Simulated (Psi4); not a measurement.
thallium atom (Tl), doublet (core potentials on Tl); HF/def2-QZVPP (Psi4 1.11).

Here is a job for Psi4.
```
memory 2 GB

molecule {
0 2
  Tl    0.00000000    0.00000000    0.00000000
}

set basis def2-qzvpp
set reference uhf

energy('scf')
print_variables()
```

The log (banner, timings and long lists left out):

```
   => Loading Basis Set <=

    Name: DEF2-QZVPP
    Role: ORBITAL
    Keyword: BASIS

    !!!  WARNING: ECP capability is in beta. Please check occupations closely.  !!!

         ---------------------------------------------------------
                                   SCF
               by Justin Turney, Rob Parrish, Andy Simmonett
                          and Daniel G. A. Smith
                              UHF Reference
         ---------------------------------------------------------

  ==> Geometry <==

    Molecular point group: d2h
    Geometry (in Angstrom), charge = 0, multiplicity = 2:

       Center              X                  Y                   Z               Mass
    ------------   -----------------  -----------------  -----------------  -----------------
         TL           0.000000000000     0.000000000000     0.000000000000   204.974427800000

  Running in d2h symmetry.

  Rotational constants: A = ************  B = ************  C = ************ [cm^-1]
  Rotational constants: A = ************  B = ************  C = ************ [MHz]
  Nuclear repulsion =    0.000000000000000

  Charge       = 0
  Multiplicity = 2
  Electrons    = 21
  Nalpha       = 11
  Nbeta        = 10

  ==> Algorithm <==

  SCF Algorithm Type is DF.
  DIIS enabled.
  MOM disabled.
  Fractional occupation disabled.
  Guess Type is CORE.
  Energy threshold   = 1.00e-06
  Density threshold  = 1.00e-06
  Integral threshold = 1.00e-12

  ==> Primary Basis <==

  Basis Set: DEF2-QZVPP
    Blend: DEF2-QZVPP
    Number of shells: 22
    Number of basis functions: 82
    Number of Cartesian functions: 104
    Spherical Harmonics?: true
    Max angular momentum: 4

  Core potential: DEF2-QZVPP
    Number of shells: 4
    Number of ECP primitives: 26
    Number of ECP core electrons: 60
    Max angular momentum: 3

   => Loading Basis Set <=

    Name: (DEF2-QZVPP AUX)
    Role: JKFIT
    Keyword: DF_BASIS_SCF

  ==> Integral Setup <==

  SCF_SUBTYPE=INCORE selected. In-core MEM_DF algorithm will be used.
  Using in-core AOs.

  ==> MemDFJK: Density-Fitted J/K Matrices <==

    J tasked:                   Yes
    K tasked:                   Yes
    wK tasked:                   No
    Algorithm:                 Core
    Schwarz Cutoff:           1E-12
    Mask sparsity (%):       0.0000
    Fitting Condition:        1E-10

   => Auxiliary Basis Set <=

  Basis Set: (DEF2-QZVPP AUX)
    Blend: DEF2-UNIVERSAL-JKFIT
    Number of shells: 53
    Number of basis functions: 251
    Number of Cartesian functions: 361
    Spherical Harmonics?: true
    Max angular momentum: 6

  Minimum eigenvalue in the overlap matrix is 1.5043754704E-03.
  Reciprocal condition number of the overlap matrix is 3.3593573226E-04.
    Using symmetric orthogonalization.

  ==> Pre-Iterations <==

  SCF Guess: Core (One-Electron) Hamiltonian.

   -------------------------------------------------------
    Irrep   Nso     Nmo     Nalpha   Nbeta   Ndocc  Nsocc
   -------------------------------------------------------
     Ag        18      18       4       4       4       0
     B1g        6       6       1       1       1       0
     B2g        6       6       1       1       1       0
     B3g        6       6       1       1       1       0
     Au         4       4       0       0       0       0
     B1u       14      14       1       1       1       0
     B2u       14      14       2       1       1       1
     B3u       14      14       1       1       1       0
   -------------------------------------------------------
    Total      82      82      11      10      10       1
   -------------------------------------------------------

  ==> Iterations <==

                           Total Energy        Delta E     RMS |[F,P]|

    Occupation by irrep:
             Ag   B1g   B2g   B3g    Au   B1u   B2u   B3u
    DOCC [     3,    0,    0,    1,    0,    2,    2,    2 ]
    SOCC [     0,    0,    1,    0,    0,    0,    0,    0 ]
    NA   [     3,    0,    1,    1,    0,    2,    2,    2 ]
    NB   [     3,    0,    0,    1,    0,    2,    2,    2 ]

   @DF-UHF iter   1:  -159.09752108326603   -1.59098e+02   1.95722e-01 ADIIS
    Occupation by irrep:
             Ag   B1g   B2g   B3g    Au   B1u   B2u   B3u
    DOCC [     4,    1,    1,    1,    0,    1,    1,    1 ]
    SOCC [     0,    0,    0,    0,    0,    1,    0,    0 ]
    NA   [     4,    1,    1,    1,    0,    2,    1,    1 ]
    NB   [     4,    1,    1,    1,    0,    1,    1,    1 ]

   @DF-UHF iter   2:  -137.49712891967445    2.16004e+01   1.46350e-01 ADIIS
   @DF-UHF iter   3:  -171.44776495441786   -3.39506e+01   1.50560e-02 DIIS/ADIIS
   @DF-UHF iter   4:  -171.50772453293050   -5.99596e-02   4.59012e-03 DIIS/ADIIS
   @DF-UHF iter   5:  -171.51525138553990   -7.52685e-03   5.13990e-04 DIIS/ADIIS
   @DF-UHF iter   6:  -171.51548577133991   -2.34386e-04   2.25591e-04 DIIS/ADIIS
   @DF-UHF iter   7:  -171.51552705925388   -4.12879e-05   4.30095e-05 DIIS
   @DF-UHF iter   8:  -171.51553220032568   -5.14107e-06   9.23513e-06 DIIS
   @DF-UHF iter   9:  -171.51553255016822   -3.49843e-07   2.05220e-06 DIIS
   @DF-UHF iter  10:  -171.51553256709965   -1.69314e-08   3.55817e-07 DIIS
  Energy and wave function converged.

  ==> Post-Iterations <==

   @Spin Contamination Metric:   9.326681485E-03
   @S^2 Expected:                7.500000000E-01
   @S^2 Observed:                7.593266815E-01
   @S   Expected:                5.000000000E-01
   @S   Observed:                5.000000000E-01

    Orbital Energies [Eh]
    ---------------------

    Alpha Occupied:

[...]
    Alpha Virtual:

[...]
    Beta Occupied:

[...]
       4Ag    -0.422763

    Beta Virtual:

[...]
    Final Occupation by Irrep:
             Ag   B1g   B2g   B3g    Au   B1u   B2u   B3u
    DOCC [     4,    1,    1,    1,    0,    1,    1,    1 ]
    SOCC [     0,    0,    0,    0,    0,    1,    0,    0 ]
    NA   [     4,    1,    1,    1,    0,    2,    1,    1 ]
    NB   [     4,    1,    1,    1,    0,    1,    1,    1 ]

  @DF-UHF Final Energy:  -171.51553256709965

   => Energetics <=

    Nuclear Repulsion Energy =              0.0000000000000000
    One-Electron Energy =                -301.4429552319920163
    Two-Electron Energy =                 129.9274226648923616
    Total Energy =                       -171.5155325670996547

  UHF NO Occupations:
  HONO-2 :    1B2g 1.9998710
  HONO-1 :    4 Ag 1.9956109
  HONO-0 :    2B1u 1.0000000
  LUNO+0 :    5 Ag 0.0043891
  LUNO+1 :    2B2g 0.0001290
  LUNO+2 :    2B3g 0.0001290
  LUNO+3 :    6 Ag 0.0000170

Computation Completed

Properties will be evaluated at   0.000000,   0.000000,   0.000000 [a0]

Properties computed using the SCF density matrix

 Multipole Moments:

 ------------------------------------------------------------------------------------
     Multipole            Electronic (a.u.)      Nuclear  (a.u.)        Total (a.u.)
 ------------------------------------------------------------------------------------

 L = 1.  Multiply by 2.5417464519 to convert [e a0] to [Debye]
 Dipole X            :          0.0000000            0.0000000            0.0000000
 Dipole Y            :          0.0000000            0.0000000            0.0000000
 Dipole Z            :          0.0000000            0.0000000            0.0000000
 Magnitude           :                                                    0.0000000

 ------------------------------------------------------------------------------------

  Variable Map:
  ----------------------------------------------------------------------------
[...]
  Array Variable Map:
  ----------------------------------------------------------------------------
[...]
[...]
```
